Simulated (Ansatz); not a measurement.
`CN[SiH](F)OC` + H₂ → `CN[SiH2]OC` + H–F  (hydrogenolysis of the Si–F bond)

Computed with Ansatz on PBE0-D4/def2-TZVP structures; ΔE is electronic, products minus reactants. CCSD(T)/CBS adds triple-zeta CCSD(T) − MP2 to the extrapolated MP2 energy (def2 sets, frozen cores). This one scheme is used for every species. DFT in def2-TZVPP. B3LYP here is the variant with VWN-RPA as its local correlation; programs differ in this. One conformer a species, not always the lowest.

| level | ΔE (kcal/mol) | difference from CCSD(T)/CBS |
| --- | --- | --- |
| ωB97X-V | 34.3 | 0.5 |
| B2PLYP | 34.7 | 0.9 |
| r2SCAN | 36.0 | 2.2 |
| PBE0 | 32.2 | -1.6 |
| B3LYP | 34.3 | 0.5 |
| CCSD/def2-TZVPP | 33.5 | -0.3 |
| CCSD(T)/def2-TZVPP | 33.5 | -0.3 |
| HF/def2-QZVPP | 35.7 | 1.9 |
| SCS-MP2/def2-QZVPP | 34.6 | 0.8 |
| CCSD/CBS(def2) | 33.8 | 0.0 |
| CCSD(T)/CBS | 33.8 | 0 |

Largest T1 diagnostic among the species: 0.011.

In def2-TZVPP, CCSD(T) changes the Hartree–Fock value by −1.8 kcal/mol (the triples alone add +0.0 kcal/mol) and MP2 by −1.1 kcal/mol.
